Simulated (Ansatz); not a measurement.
Relaxation of Cl$_{2}$FH$_{2}$NZr (7 atoms, charge 0, multiplicity 1), to a largest force component of 0.03 eV/Å in at most 50 steps.

Theory: RKS PBE0-D4/def2-SVP (Ansatz 0.2.0).

```xyz
7
Properties=species:S:1:pos:R:3
Zr -0.153 0.669 0.395
F -1.972 0.481 -0.808
N 0.372 -0.983 -0.495
H -0.470 -1.099 -1.073
Cl 1.411 2.348 -0.106
Cl -0.244 0.302 2.714
H 1.056 -1.718 -0.627
```

Task: Where does it end, and by what steps?

Result: The forces met the threshold. After 9 steps the energy has fallen by 1.028 eV; F2 moved furthest, 0.67 Å.

| step | energy less start (eV) | largest force component (eV/Å) | accepted |
| --- | --- | --- | --- |
| 0 | 0.0000 | 3.222 | yes |
| 1 | -0.7258 | 0.739 | yes |
| 2 | -0.8896 | 0.356 | yes |
| 3 | -0.9787 | 0.445 | yes |
| 4 | -1.0008 | 0.327 | yes |
| 5 | -1.0165 | 0.396 | yes |
| 6 | -0.9889 | 0.911 | no |
| 7 | -1.0265 | 0.197 | yes |
| 8 | -1.0260 | 0.117 | no |
| 9 | -1.0285 | 0.007 | yes |

```xyz
7
Properties=species:S:1:pos:R:3
Zr -0.272 0.626 0.296
F -1.978 1.024 -0.416
N 0.299 -1.063 -0.596
H -0.238 -1.565 -1.302
Cl 1.323 2.293 -0.178
Cl -0.302 0.253 2.622
H 1.168 -1.567 -0.425
```

Whether the end is a true minimum wasn't checked by a vibrational analysis.

The run took 68 s on 2 threads of Arm Neoverse N1, with other jobs on the host, peak memory 0.26 GiB.
